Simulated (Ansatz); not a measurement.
Relaxation of CH$_{5}$AlCl$_{2}$O (10 atoms, charge 0, multiplicity 1), to a largest force component of 0.03 eV/Å in at most 50 steps.

These are results of Ansatz, RKS B3LYP-D4/def2-SVP, not measurements.

```xyz
10
Properties=species:S:1:pos:R:3
Al -0.222 0.953 1.113
O 0.166 -0.652 0.411
C -0.464 -1.409 -0.593
Cl -1.716 2.156 0.281
Cl 0.813 1.529 2.826
H 1.538 0.847 -0.616
H 1.783 1.483 -0.793
H -1.212 -0.834 -1.172
H 0.293 -1.789 -1.303
H -0.979 -2.284 -0.155
```

Question: Where does it end, and by what steps?

Answer: The run converged. After 8 steps the energy has fallen by 0.257 eV; H7 moved furthest, 0.49 Å.

| step | energy less start (eV) | largest force component (eV/Å) | accepted |
| --- | --- | --- | --- |
| 0 | 0.0000 | 2.282 | yes |
| 1 | -0.1667 | 1.380 | yes |
| 2 | -0.2118 | 0.716 | yes |
| 3 | -0.2284 | 0.631 | yes |
| 4 | -0.2347 | 0.324 | yes |
| 5 | -0.2390 | 0.666 | yes |
| 6 | -0.2545 | 0.093 | yes |
| 7 | -0.2551 | 0.067 | yes |
| 8 | -0.2566 | 0.024 | yes |

```xyz
10
Properties=species:S:1:pos:R:3
Al -0.104 0.908 0.955
O 0.012 -0.682 0.413
C -0.545 -1.506 -0.575
Cl -1.499 2.231 0.114
Cl 0.947 1.473 2.670
H 1.634 1.035 -0.593
H 1.645 1.782 -0.431
H -1.344 -0.998 -1.148
H 0.233 -1.831 -1.288
H -0.978 -2.412 -0.117
```

The run took 20 s on 2 threads of AMD EPYC 9R14 (Zen 4) (shared host), peak memory 0.26 GiB.
